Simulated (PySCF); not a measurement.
Si(H)2(Me)(NCO) (C2H5NOSi), SMILES C[SiH2]N=C=O. Atoms are numbered in the order given.

```xyz
10

Si    -0.6017    -1.0956     0.0000
C      0.9568    -2.1252     0.0000
N     -0.1801     0.5856     0.0000
C      0.0681     1.7561     0.0000
O      0.3176     2.8999     0.0000
H     -1.4231    -1.3628    -1.2134
H     -1.4231    -1.3628     1.2134
H      0.7103    -3.1993     0.0000
H      1.5652    -1.9106    -0.8926
H      1.5652    -1.9106     0.8926
```

Coordinates come from a ωB97X-D3(BJ)/def2-SVP optimisation. Other conformers were not sampled.

Two levels are set side by side: PBE/pcSseg-1 (PySCF) and PBE0/pcSseg-1 (PySCF). GIAO shifts against H2O (¹⁷O), NH3 (¹⁵N), TMS (²⁹Si), TMS (¹H), TMS (¹³C) at the same level; non-relativistic, no solvent, atoms listed together averaged. Differences are taken from unrounded values.

| quantity | PBE0 |
|---|---|
| δ(²⁹Si) of Si1 (ppm) | -41.4 |
| δ(¹³C) of C2 (ppm) | 0.0 |
| δ(¹⁵N) of N3 (ppm) | 40.0 |
| δ(¹³C) of C4 (ppm) | 129.2 |
| δ(¹⁷O) of O5 (ppm) | 140.5 |
| δ(¹H) of H6, H7 (ppm) | 5.13 |

Question: What does PBE give, and how far is it from PBE0? (Estimate from the structure and the level; the computed values follow.)

Answer: 
| quantity | PBE | PBE minus PBE0 |
|---|---|---|
| δ(²⁹Si) of Si1 (ppm) | -45.0 | -3.6 |
| δ(¹³C) of C2 (ppm) | -0.1 | -0.1 |
| δ(¹⁵N) of N3 (ppm) | 43.8 | 3.8 |
| δ(¹³C) of C4 (ppm) | 124.1 | -5.2 |
| δ(¹⁷O) of O5 (ppm) | 147.0 | 6.4 |
| δ(¹H) of H6, H7 (ppm) | 5.29 | 0.17 |

Rough cost on one machine, each run with all the roots and properties that it gave: PBE0 against PBE within a factor of 2.
